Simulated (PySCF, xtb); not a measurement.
C3H6F2Si, SMILES F[SiH2][C@@H]1C[C@@H]1F. Other conformers were not sampled.

Harmonic wavenumbers (cm⁻¹) from xtb with GFN2-xTB at its own minimum, in rising order: 22, 114, 189, 237, 401, 459, 531, 571, 691, 725, 761, 812, 831, 862, 977, 1017, 1028, 1067, 1075, 1129, 1207, 1277, 1372, 1456, 2334, 2357, 3035, 3044, 3089, 3107.

**Question.** What does PBE0-D3(BJ)/def2-SVP (PySCF 2.14.0) give at its own minimum? (Estimate from the structure and the level; the computed values follow.)

**Answer.** 59, 115, 194, 252, 423, 504, 624, 702, 750, 812, 840, 869, 932, 958, 988, 1020, 1047, 1074, 1112, 1173, 1232, 1313, 1397, 1483, 2263, 2272, 3150, 3169, 3194, 3252. Paired by order, the mean absolute difference is 57 cm⁻¹ and the zero-point energies are 51.1 and 53.1 kcal/mol.
